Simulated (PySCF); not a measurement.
C6H15B, triplet, geometry from GFN2-xTB (a higher spin typed on purpose: for a closed-shell molecule this is an excited state), atoms displaced at random by about 0.03 Å a coordinate; R2SCAN/STO-3G, gradient in PySCF.

Input for PySCF:
```python
from pyscf import gto, scf, dft

mol = gto.M(
    atom='''
B    -0.25847895   -0.50774729    0.00221665
C     1.11920814    0.21867877   -0.73714296
C     1.21199371   -0.37654814   -2.15162674
H     1.95636725   -0.15643835   -0.16371689
H     1.07700378    1.27829667   -0.67918527
H     0.35556004    0.04453944   -2.72038092
H     1.21171685   -1.44770095   -2.13102491
H     2.17454493    0.06301733   -2.59317665
C    -1.55047958    0.02159565   -0.59763462
C    -1.79853185    1.50252173   -0.55200161
H    -2.38559989   -0.42213999   -0.00793588
H    -1.79229215   -0.34820114   -1.59708909
H    -1.21426338    2.00902870   -1.28279336
H    -1.73917346    1.95436892    0.41409058
H    -2.80625576    1.74221856   -0.96172316
C     0.11093506   -0.11454624    1.60073287
C     1.01591075   -1.13596242    2.38731753
H    -0.83913239   -0.14858257    2.10230646
H     0.51944923    0.88038256    1.81442011
H     2.01217498   -1.07871760    1.97682787
H     0.65028266   -2.12091152    2.27469904
H     1.09923110   -0.92466609    3.37283119
''',
    basis='sto-3g',
    spin=2,
    verbose=4,
)

mf = dft.UKS(mol)
mf.xc = 'r2scan'
mf.conv_tol = 1e-11
mf.kernel()
g = mf.nuc_grad_method()
grad = g.kernel()
```

Write the output that PySCF gives for this input, abridged.


```
PySCF version 2.14.0

[INPUT] verbose = 4
[INPUT] num. atoms = 22
[INPUT] num. electrons = 56
[INPUT] charge = 0
[INPUT] spin (= nelec alpha-beta = 2S) = 2
[INPUT] symmetry False subgroup None
[INPUT] Mole.unit = angstrom
[INPUT] Symbol           X                Y                Z      unit          X                Y                Z       unit  Magmom
[INPUT]  1 B     -0.258478950000  -0.507747290000   0.002216650000 AA   -0.488454424465  -0.959503318590   0.004188861414 Bohr   0.0
[INPUT]  2 C      1.119208140000   0.218678770000  -0.737142960000 AA    2.114996860984   0.413242984557  -1.392998309051 Bohr   0.0
[INPUT]  3 C      1.211993710000  -0.376548140000  -2.151626740000 AA    2.290336176596  -0.711572857314  -4.065985260891 Bohr   0.0
[INPUT]  4 H      1.956367250000  -0.156438350000  -0.163716890000 AA    3.696998301569  -0.295625636879  -0.309380084066 Bohr   0.0
[INPUT]  5 H      1.077003780000   1.278296670000  -0.679185270000 AA    2.035242179321   2.415630612244  -1.283474148139 Bohr   0.0
[INPUT]  6 H      0.355560040000   0.044539440000  -2.720380920000 AA    0.671911096439   0.084167343341  -5.140774893292 Bohr   0.0
[INPUT]  7 H      1.211716850000  -1.447700950000  -2.131024910000 AA    2.289812987021  -2.735758305773  -4.027053444526 Bohr   0.0
[INPUT]  8 H      2.174544930000   0.063017330000  -2.593176650000 AA    4.109294363262   0.119085494801  -4.900393661117 Bohr   0.0
[INPUT]  9 C     -1.550479580000   0.021595650000  -0.597634620000 AA   -2.929981767931   0.040809863982  -1.129365754359 Bohr   0.0
[INPUT] 10 C     -1.798531850000   1.502521730000  -0.552001610000 AA   -3.398732622807   2.839354565908  -1.043131863219 Bohr   0.0
[INPUT] 11 H     -2.385599890000  -0.422139990000  -0.007935880000 AA   -4.508130434893  -0.797728967327  -0.014996639757 Bohr   0.0
[INPUT] 12 H     -1.792292150000  -0.348201140000  -1.597089090000 AA   -3.386941298708  -0.658004790861  -3.018060976631 Bohr   0.0
[INPUT] 13 H     -1.214263380000   2.009028700000  -1.282793360000 AA   -2.294625231289   3.796514019391  -2.424128124811 Bohr   0.0
[INPUT] 14 H     -1.739173460000   1.954368920000   0.414090580000 AA   -3.286561522512   3.693222005162   0.782517786962 Bohr   0.0
[INPUT] 15 H     -2.806255760000   1.742218560000  -0.961723160000 AA   -5.303054821883   3.292315927534  -1.817393380051 Bohr   0.0
[INPUT] 16 C      0.110935060000  -0.114546240000   1.600732870000 AA    0.209636881012  -0.216461022199   3.024946722889 Bohr   0.0
[INPUT] 17 C      1.015910750000  -1.135962420000   2.387317530000 AA    1.919793084501  -2.146657861598   4.511376304073 Bohr   0.0
[INPUT] 18 H     -0.839132390000  -0.148582570000   2.102306460000 AA   -1.585730399352  -0.280780364184   3.972783439304 Bohr   0.0
[INPUT] 19 H      0.519449230000   0.880382560000   1.814420110000 AA    0.981616780316   1.663681923243   3.428757082803 Bohr   0.0
[INPUT] 20 H      2.012174980000  -1.078717600000   1.976827870000 AA    3.802459626902  -2.038480829748   3.735663269707 Bohr   0.0
[INPUT] 21 H      0.650282660000  -2.120911520000   2.274699040000 AA    1.228856130954  -4.007941907235   4.298558201411 Bohr   0.0
[INPUT] 22 H      1.099231100000  -0.924666090000   3.372831190000 AA    2.077245726604  -1.747365666772   6.373727213491 Bohr   0.0

nuclear repulsion = 298.734566471536
number of shells = 36
number of NR pGTOs = 150
number of NR cGTOs = 50
basis = sto-3g
ecp = {}

******** <class 'pyscf.dft.uks.UKS'> ********
method = UKS
initial guess = minao
damping factor = 0
level_shift factor = 0
DIIS = <class 'pyscf.scf.diis.CDIIS'>
diis_start_cycle = 1
diis_space = 8
diis_damp = 0
SCF conv_tol = 1e-11
SCF conv_tol_grad = None
SCF max_cycles = 50
direct_scf = True
direct_scf_tol = 1e-13
number electrons alpha = 29  beta = 27
XC library pyscf.dft.libxc version 7.1.2
    S. Lehtola, C. Steigemann, M. J. T. Oliveira, and M. A. L. Marques,  SoftwareX 7, 1–5 (2018)
XC functionals = r2scan
    J. W. Furness, A. D. Kaplan, J. Ning, J. P. Perdew, and J. Sun,  J. Phys. Chem. Lett. 11, 8208–8215 (2020)
    J. W. Furness, A. D. Kaplan, J. Ning, J. P. Perdew, and J. Sun,  J. Phys. Chem. Lett. 11, 9248–9248 (2020)
    J. W. Furness, A. D. Kaplan, J. Ning, J. P. Perdew, and J. Sun,  J. Phys. Chem. Lett. 11, 8208–8215 (2020)
    J. W. Furness, A. D. Kaplan, J. Ning, J. P. Perdew, and J. Sun,  J. Phys. Chem. Lett. 11, 9248–9248 (2020)
radial grids:
    Treutler-Ahlrichs [JCP 102, 346 (1995); DOI:10.1063/1.469408] (M4) radial grids

becke partition: Becke, JCP 88, 2547 (1988); DOI:10.1063/1.454033
pruning grids: <function nwchem_prune>
grids dens level: 3
symmetrized grids: False
atomic radii adjust function: <function treutler_atomic_radii_adjust>
small_rho_cutoff = 0
Set gradient conv threshold to 3.16228e-06
tot grids = 245880
init E= -259.218046909241

cycle= 1 E= -259.007087866567  delta_E= 0.211  |g|= 0.224  |ddm|= 3.89

cycle= 2 E= -259.019197409556  delta_E= -0.0121  |g|=  0.2  |ddm|= 0.638

cycle= 3 E= -259.047430288017  delta_E= -0.0282  |g|= 0.0335  |ddm|= 0.319

cycle= 4 E= -259.047976852827  delta_E= -0.000547  |g|= 0.0191  |ddm|= 0.0857

cycle= 5 E= -259.048259771905  delta_E= -0.000283  |g|= 0.00543  |ddm|= 0.0427

cycle= 6 E= -259.048281716055  delta_E= -2.19e-05  |g|= 0.00112  |ddm|= 0.00971

cycle= 7 E= -259.048283028254  delta_E= -1.31e-06  |g|= 0.000477  |ddm|= 0.00329

cycle= 8 E= -259.048283233033  delta_E= -2.05e-07  |g|= 0.000145  |ddm|= 0.00105

cycle= 9 E= -259.04828325385  delta_E= -2.08e-08  |g|= 5.01e-05  |ddm|= 0.00034

cycle= 10 E= -259.04828325604  delta_E= -2.19e-09  |g|= 2.31e-05  |ddm|= 0.000122

cycle= 11 E= -259.048283256436  delta_E= -3.96e-10  |g|= 5.46e-06  |ddm|= 4.12e-05

cycle= 12 E= -259.048283256464  delta_E= -2.84e-11  |g|= 2.34e-06  |ddm|= 1.32e-05

cycle= 13 E= -259.048283256469  delta_E= -4.32e-12  |g|= 1.06e-06  |ddm|= 4.7e-06

Extra cycle  E= -259.048283256468  delta_E= 2.27e-13  |g|= 1.39e-06  |ddm|= 3.98e-06
converged SCF energy = -259.048283256468  <S^2> = 2.003157  2S+1 = 3.0021039

******** <class 'pyscf.grad.uks.Gradients'> for <class 'pyscf.dft.uks.UKS'> ********
unit = Eh/Bohr
grid_response = False
--------------- UKS gradients ---------------
         x                y                z
0 B    -0.0191239497     0.0151795220    -0.0317407268
1 C    -0.0154793116     0.0400264896    -0.0053029325
2 C    -0.0009883276    -0.0602636823     0.0119683492
3 H    -0.0144153928    -0.0000682534    -0.0125975927
4 H     0.0043932831    -0.0349833844     0.0025875682
5 H    -0.0082800468     0.0125868345     0.0043932987
6 H    -0.0018778121     0.0219468922     0.0038911353
7 H     0.0215534889     0.0176911330    -0.0069952941
8 C     0.0409387858     0.0211851191     0.0004608993
9 C     0.0473645713    -0.0207494606     0.0360919728
10 H    -0.0054666814     0.0040906797    -0.0042240252
11 H    -0.0047076217    -0.0002613062     0.0110034260
12 H    -0.0330383126    -0.0176571278     0.0089814575
13 H    -0.0092660525    -0.0086984507    -0.0217834202
14 H     0.0005076028     0.0068844567    -0.0129181971
15 C    -0.0302448277     0.0148619032    -0.0084730507
16 C     0.0038362663    -0.0181129570     0.0942750986
17 H     0.0320427028    -0.0002532319    -0.0027295128
18 H    -0.0022448395    -0.0079693900     0.0077547256
19 H    -0.0162110235     0.0046798965     0.0063536006
20 H     0.0115027161     0.0336449504     0.0045274036
21 H    -0.0001686741    -0.0238764256    -0.0857925675
----------------------------------------------
```
